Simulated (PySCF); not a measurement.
C$_{6}$H$_{12}$O$_{3}$, triplet, at the geometry of the source list (a higher spin typed on purpose: for a closed-shell molecule this is an excited state). Base run: MP2/6-31G* in PySCF.

Here is a job for PySCF.
```python
from pyscf import gto, scf, mp

mol = gto.Mole()
mol.atom = '''
    C     3.14610000    1.08270000    0.21070000
    O     2.18850000    0.09440000    0.48860000
    C     0.94080000    0.36990000   -0.09480000
    C    -0.04980000   -0.72150000    0.32480000
    C     0.40140000   -2.09790000   -0.13270000
    O    -1.32670000   -0.45940000   -0.26930000
    C    -2.10780000    0.45840000    0.30800000
    C    -3.41360000    0.58520000   -0.43330000
    O    -1.80060000    1.08720000    1.28570000
    H     2.83200000    2.06110000    0.59500000
    H     3.32450000    1.17160000   -0.86900000
    H     4.06360000    0.77410000    0.70670000
    H     1.02230000    0.38870000   -1.19430000
    H     0.56490000    1.34810000    0.24130000
    H    -0.15510000   -0.68790000    1.41630000
    H    -0.32320000   -2.85000000    0.16750000
    H     0.49820000   -2.11360000   -1.21490000
    H     1.36450000   -2.31720000    0.31780000
    H    -3.21760000    0.88920000   -1.45840000
    H    -4.04280000    1.31850000    0.06010000
    H    -3.90970000   -0.38160000   -0.45580000
'''
mol.basis = '6-31g*'
mol.spin = 2
mol.verbose = 4
mol.build()

mf = scf.UHF(mol)
mf.kernel()

pt = mp.MP2(mf, frozen=9)
pt.kernel()
print('E(MP2) = %.10f' % pt.e_tot)
```

The base run was repeated with changes; each row names its change, and settings that it needs were set with it.

```
change              basis functions      E (Eh)  MP2 correlation (Eh)  SCF-reference HOMO (eV)  SCF-reference dipole (D)  core-seconds (rough)
------------------  ---------------  ----------  --------------------  -----------------------  ------------------------  --------------------
base                            150  -459.84734              -1.23181                    -6.14                      1.23                    10
basis = STO-3G                   57  -453.20740              -0.37265                    -4.16                      0.97                     1
basis = 3-21G                   105  -456.91021              -0.83368                    -6.20                      1.44                     4
basis = pcseg-0                 105  -458.10998              -0.85331                    -6.57                      1.68                     4
basis = 6-31G                   105  -459.25257              -0.83836                    -6.61                      1.58                     6
basis = def2-SV(P)              150           …                     …                        …                         …                    20
```

Question: Some entries are withheld; supply them.

Answer: 
- basis = def2-SV(P), E (Eh): -459.47694
- basis = def2-SV(P), MP2 correlation (Eh): -1.23569
- basis = def2-SV(P), SCF-reference HOMO (eV): -6.30
- basis = def2-SV(P), SCF-reference dipole (D): 1.30

Totals compare only among sets that treat the same electrons; sets with core potentials leave the core out.

Open shells are given as the SCF converged; they aren't shown to be the lowest states, and a large step between rows can be another state.
